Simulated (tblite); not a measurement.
Species: C4H13NSi3.
Atom-mapped SMILES: `[H]/[N:1]=[CH:2]\[C:3](=[CH:4]/[SiH2:5][SiH3:6])[CH2:7][SiH3:8]` (hydrogens: H9 on N1; H10 on C2; H11 on C4; H12, H13 on Si5; H14, H15, H16 on Si6; H17, H18 on C7; H19, H20, H21 on Si8)

Structure optimised with GFN2-xTB, isolated species.

(1) List the bond lengths, angles and torsions at this level.

Answers

(1) 
```tsv
bond	length (bohr)	order
N1=C2	2.382	double
C2–C3	2.765	single
C3=C4	2.537	double
C4–Si5	3.565	single
Si5–Si6	4.364	single
C3–C7	2.823	single
C7–Si8	3.618	single
N1–H9	1.927	single
C2–H10	2.054	single
C4–H11	2.053	single
Si5–H12, Si5–H13	2.782	single
Si6–H14, Si6–H15, Si6–H16	2.770	single
C7–H17, C7–H18	2.063	single
Si8–H19, Si8–H20, Si8–H21	2.764	single
```

Bonds in one row agree within 0.02 bohr and their mean is given. Orders are formal, as drawn. A selection of angles:
```tsv
angle	degrees
C2–N1–H9	115.3
N1–C2–C3	129.4
N1–C2–H10	115.8
C3–C2–H10	114.9
C2–C3–C4	120.3
C2–C3–C7	117.7
C4–C3–C7	122.0
C3–C4–Si5	128.5
C3–C4–H11	116.1
Si5–C4–H11	115.4
C4–Si5–Si6	108.6
C4–Si5–H12	108.5
Si6–Si5–H12	112.5
Si6–Si5–H13	112.5
H12–Si5–H13	106.1
Si5–Si6–H14	112.6
H14–Si6–H15	106.0
C3–C7–Si8	110.8
C3–C7–H17	110.4
Si8–C7–H17	109.9
H17–C7–H18	107.1
C7–Si8–H19	110.1
C7–Si8–H20	107.7
H19–Si8–H20	110.2
H20–Si8–H21	110.9
```

Torsions: N1–C2–C3–C4 -175° (antiperiplanar); C2–C3–C4–Si5 0° (synperiplanar); C3–C4–Si5–Si6 179° (antiperiplanar); C2–C3–C7–Si8 -84° (synclinal); H9–N1–C2–C3 0° (synperiplanar). The mirror-image conformer, all signs reversed, is as good.

Si6 (SiH3 silicon) is tetrahedral (angles from 106.0° to 112.8°). Si8 (SiH3 silicon) is tetrahedral (angles from 107.7° to 110.9°). The 2 C–Si bonds span 1.887 Å (C4–Si5, drawn single) to 1.915 Å (C7–Si8, drawn single), a spread of 0.028 Å. Of the pairs four or more bonds apart, Si5···H10 is among the closest relative to their van der Waals radii: 2.72 Å, 83 % of the sum of Bondi's values. The 3 C–C bonds span 1.342 Å (C3=C4, drawn double) to 1.494 Å (C3–C7, drawn single), a spread of 0.152 Å. N1 (imine nitrogen) is bent (angle 115.3°). Si5 (SiH2 silicon) is tetrahedral (angles from 106.1° to 112.5°).

Point group: C1 (no symmetry element, even within 0.4 Å). GFN2-xTB frequencies show an imaginary mode (40i cm⁻¹), so the point is no minimum at that level. 3 starts were optimised and ended at 0.00, 0.13 and 0.70 kcal/mol (GFN2-xTB); the lowest of these is shown.

The run took 2.9 s wall on an Arm Neoverse N1 with one thread, on a shared host. That covers the optimisation of the geometry.

The numbers are calculated, not measured.
